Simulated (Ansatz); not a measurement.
Consider the redistribution: `C[O][Sn][Cl]` + `CN(C)[Si](N)(N(C)C)N(C)C` → `C[O][Sn][NH2]` + `CN(C)[Si](Cl)(N(C)C)N(C)C`.

Program: Ansatz. Geometries: PBE0-D4/def2-TZVP. ΔE: electronic, gas phase. CCSD(T)/CBS adds triple-zeta CCSD(T) − MP2 to the extrapolated MP2 energy (def2 sets, frozen cores). Functionals use def2-TZVPP. def2 core potentials past Kr. For Sn outer-core shells are correlated without core-valence functions, which leaves a few kJ/mol of doubt a bond. Each species was taken in one conformer, which may not be the lowest.

(1) Is it downhill or uphill in electronic energy at CCSD(T)/CBS, and by how much? (An estimate is asked.)

(2) What do these levels give: LDA (SPW92), BLYP-D4, B97M-V, PBE0-D4, r2SCANh-D4, B2PLYP, PBE, revPBE, r2SCAN, r2SCANh, MP2/def2-TZVPP, CCSD/CBS(def2)? (Estimate.)

Largest T1 diagnostic among the species: 0.017.

## Answers

(1) The calculation gave: Uphill: ΔE = +0.51 eV.

(2) The calculation gave: LDA (SPW92) 0.52, BLYP-D4 0.55, B97M-V 0.60, PBE0-D4 0.55, r2SCANh-D4 0.55, B2PLYP 0.55, PBE 0.53, revPBE 0.53, r2SCAN 0.54, r2SCANh 0.55, MP2/def2-TZVPP 0.47, CCSD/CBS(def2) 0.54 eV.

Leaving LDA and LC-ωPBE aside and taking each functional with its dispersion term where it has one, the values, not all of them listed here, spread over 0.09 eV, from revPBE-D4 to BHLYP-D4. From BLYP to BHLYP (50 % exact exchange), in def2-TZVPP and without D4, ΔE moves by +0.04 eV. In def2-TZVPP, CCSD(T) changes the Hartree–Fock value by −0.15 eV (the triples alone add −0.02 eV) and MP2 by −0.18 eV.
